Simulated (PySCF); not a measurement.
# Correlation energy of Xe(2+) (xenon, charge +2)

[Kr] 4d10 5s2 5p4, high-spin 3P determinant. Computed with PySCF 2.14 in aug-cc-pVQZ-DK3 (9s8p6d3f2g, 102 functions), with the spin-free X2C one-electron Hamiltonian (Gaussian nucleus). Frozen: [Kr] 4d10; 6 electrons correlated.

MP2 pair energies summed by pair of shells (mhartree):

```csv
pair,energy,share (%)
5s-5p,-47.12,46.5
5p-5p,-46.67,46.0
5s-5s,-7.65,7.5
```

Total MP2 correlation energy: -101.45 mhartree.

Same-spin part -21.15 and opposite-spin part -80.30 mhartree; SCS-MP2 scales them by 1/3 and 6/5 to -103.41 mhartree.
